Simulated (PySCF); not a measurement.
Species: CH₃BF₂NP.
Bonds: N1–C2 (triple), C2–B3, B3–P4, P4–F5, P4–F6. Hydrogens: H7, H8 on B3; H9 on P4.

A linear-response calculation (PySCF, def2-SVPD basis, gas phase, vertical, core orbitals frozen in the response) gave these numbers; the functional is withheld.

Orbital energies (eV): HOMO-3 -12.41, HOMO-2 -11.54, HOMO-1 -10.54, HOMO -10.47, LUMO -0.45, LUMO+1 -0.07, LUMO+2 0.85.

```json
{"state": "S1", "E (eV)": "6.55", "f": "0.0021", "main configurations (H = HOMO, L = LUMO)": "H→L (79%)"}
{"state": "S2", "E (eV)": "6.73", "f": "0.021", "main configurations (H = HOMO, L = LUMO)": "H-1→L (86%)"}
{"state": "S3", "E (eV)": "7.40", "f": "0.014", "main configurations (H = HOMO, L = LUMO)": "H-1→L+1 (55%), H→L+1 (20%)"}
{"state": "S4", "E (eV)": "7.50", "f": "0.015", "main configurations (H = HOMO, L = LUMO)": "H→L+1 (19%), H-1→L+1 (17%), H→L+4 (11%)"}
{"state": "S5", "E (eV)": "7.67", "f": "0.015", "main configurations (H = HOMO, L = LUMO)": "H→L+1 (40%), H-1→L+4 (27%), H-1→L+5 (9%)"}
{"state": "S6", "E (eV)": "7.80", "f": "0.0040", "main configurations (H = HOMO, L = LUMO)": "H-1→L+4 (25%), H→L+2 (18%), H→L+5 (13%)"}
```

Triplets (Tamm–Dancoff): T1 5.74 eV, H-1→L (50%), H-1→L+2 (10%), H-1→L+5 (8%); T2 6.15 eV, H→L (59%), H→L+2 (10%); T3 6.41 eV, H→L+4 (40%), H-1→L (20%), H→L+5 (13%); T4 6.66 eV, H-1→L+1 (30%), H→L+1 (9%).

Vertical ionisation energy by ΔSCF with the same functional: 11.52 eV. Mean static polarisability: 56.1 au.

Problem. Which of these was used?
A. PBE
B. HF
C. PBE0
D. CAM-B3LYP

Solution. D. CAM-B3LYP is range-separated, 19% exact exchange at short range and 65% at long range (ω = 0.33 bohr⁻¹). In this run −ε(HOMO) = 10.47 eV differs from the ΔSCF value by -1.06 eV, and S1 differs from the orbital gap of 10.02 eV by -3.47 eV. The ratio −ε(HOMO)/IP is 0.91. Small neutral molecules mostly give 0.85 to 0.93 with CAM-B3LYP, 0.5 to 0.7 with PBE, 0.7 to 0.83 with PBE0; Hartree–Fock can't fall below 1, since the ion's relaxation only lowers the ΔSCF value.

Computed, not measured: PySCF, TDDFT CAM-B3LYP/def2-SVPD, vertical, gas phase, core orbitals frozen in the response. Isolated species at its PBE0-D3(BJ)/def2-SVP geometry (one conformer only).

On an Arm Neoverse V1 with one thread, no GPU, shared host with 32 logical CPUs at a one-minute load of 10, this took 2.1 min of wall time and 0.74 GiB of memory at its peak.

The values belong to the conformer `[N:1]#[C:2][BH2-:3][PH+:4]([F:5])[F:6]`: C2–B3–P4–F5 -66°.
